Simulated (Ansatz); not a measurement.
System: InF₃, charge 1, multiplicity 2. 
Structure (B3LYP-D3(BJ)/def2-TZVP (Ansatz, a first-principles code) minimum search):
```xyz
4

In     0.0016     0.1759    -0.0702
F     -1.0114    -1.5066     0.3653
F      0.0174     1.9086    -0.7617
F      0.9853    -1.3598     0.7787
```
Charge +1, spin multiplicity 2.

Task: Give the harmonic wavenumbers at B3LYP-D3(BJ)/def2-TZVP (Ansatz, finite differences of forces, unscaled).

Result: 59, 117, 299, 327, 547, 707 cm⁻¹. Zero-point energy 2.9 kcal/mol.

Task: From these and the geometry, give the ideal-gas thermochemistry at 298.15 K and 1 atm (rigid rotor, harmonic oscillator).

Result: Point group C2v, rotational symmetry number 2. Rotational constants 12.73, 2.891, 2.356 GHz. S(trans) 41.33, S(rot) 24.34, S(vib) 11.19, S(elec, spin only) 1.38, S 78.2 cal/(mol K). H(298) - H(0) 4.02 kcal/mol; G - E(el) -16.4 kcal/mol.
